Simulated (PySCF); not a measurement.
SnCl₄: PBE0 against B3LYP

Base calculation in PySCF with density fitting and no spin–orbit coupling, PBE0/def2-TZVP (scalar-relativistic core potentials): singlet, Td, Sn–Cl 2.289 Å (×4); wavenumbers 95 (×2), 125 (×3), 368, 405 (×3) cm⁻¹; gap between the highest occupied and lowest empty levels 6.57 eV, polar-tensor charge of Sn 2.08 e, atomisation energy (no zero-point energy) 1302 kJ/mol.

Problem. What changes on going to B3LYP/def2-TZVP (scalar-relativistic core potentials)?

Solution. The point group stays the same. Changes: mean bond to Sn +0.025 Å, highest wavenumber -18 cm⁻¹, lowest wavenumber -2 cm⁻¹, gap between the highest occupied and lowest empty levels -0.87 eV, polar-tensor charge of Sn -0.04 e, atomisation energy (no zero-point energy) -67 kJ/mol. The new structure has Sn–Cl 2.314 Å (×4), with wavenumbers 93 (×2), 123 (×3), 349, 387 (×3) cm⁻¹.

Only the bonding shown was studied: isomers, or loss of a ligand pair, can lie lower.
